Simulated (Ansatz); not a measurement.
Abridged output of a molecular run in Ansatz:

```
Functional definition: HF
1461 factors; integrals over basis functions are off by at most 1.0e-3 eV
mean field evaluation 1: about -18223.9343 eV, gradient 7.4e1 eV
mean field evaluation 2: about -18224.2366 eV, gradient 7.4e1 eV
mean field evaluation 4: about -18233.9757 eV, gradient 1.2e1 eV
mean field evaluation 8: about -18234.3157 eV, gradient 1.2e0 eV
mean field evaluation 16: about -18234.3202 eV, gradient 1.3e-6 eV
mean field -18234.32020318 eV, -670.0989078006 hartree, gradient 1.4e-6 eV, S^2 0.000000; 1 other end points of the search recorded, 0 dependent functions left out
8 core orbitals not correlated: weight in the atoms' cores, before any rotation towards them, 1.000 or more for the frozen orbitals, at most 0.000 for the correlated occupied ones
reference -18234.32020318 eV, -670.0989078006 hartree; 20, 20 occupied and 205, 205 virtual orbitals, 1461 factors
second order -37.72420008 eV of doubles, -0.00000000 eV of singles
cycle   1  -34.29282005 eV  change     3.4e0 eV  update   2.9e-1
cycle   2  -36.00797416 eV  change    -1.7e0 eV  update   1.9e-1
cycle   3  -36.37917689 eV  change   -3.7e-1 eV  update   4.3e-2
cycle   4  -36.39742746 eV  change   -1.8e-2 eV  update   2.0e-2
cycle   5  -36.37086032 eV  change    2.7e-2 eV  update   5.8e-3
cycle   6  -36.37074247 eV  change    1.2e-4 eV  update   2.7e-3
cycle   7  -36.37182716 eV  change   -1.1e-3 eV  update   1.0e-3
cycle   8  -36.37106280 eV  change    7.6e-4 eV  update   6.1e-4
cycle   9  -36.37106867 eV  change   -5.9e-6 eV  update   2.4e-4
cycle  10  -36.37148513 eV  change   -4.2e-4 eV  update   1.1e-4
cycle  11  -36.37136201 eV  change    1.2e-4 eV  update   5.3e-5
cycle  12  -36.37124652 eV  change    1.2e-4 eV  update   2.9e-5
cycle  13  -36.37133126 eV  change   -8.5e-5 eV  update   1.2e-5
cycle  14  -36.37129759 eV  change    3.4e-5 eV  update   5.8e-6
perturbative correction -2.13820416 eV, -0.0785775535 hartree
Total energy: -18272.82970493 eV, -671.5141058873 hartree
```

Its atoms:

Cartesian coordinates in Å:
```
N 0.0377 1.3555 0.5093
W 0.2926 -0.3843 -0.2846
O 1.4067 -1.2150 0.6922
O -1.3354 -1.3333 -0.3437
S 1.0288 -0.1159 -2.2773
H -0.1520 2.1957 -0.0157
H 0.2660 1.5566 1.4715
H -1.5444 -2.0593 0.2483
```

Task: Which basis set was used?
A. def2-TZVPP
B. cc-pV(D+d)Z
C. def2-TZVPPD
D. def2-SVPD

Result: A. It gives 233 functions.

Task: Write the keys of the input that set method, charge and spin (a neutral closed shell needs none for the last two).

Result: 
```yaml
correlation: {method: ccsd_t}
```
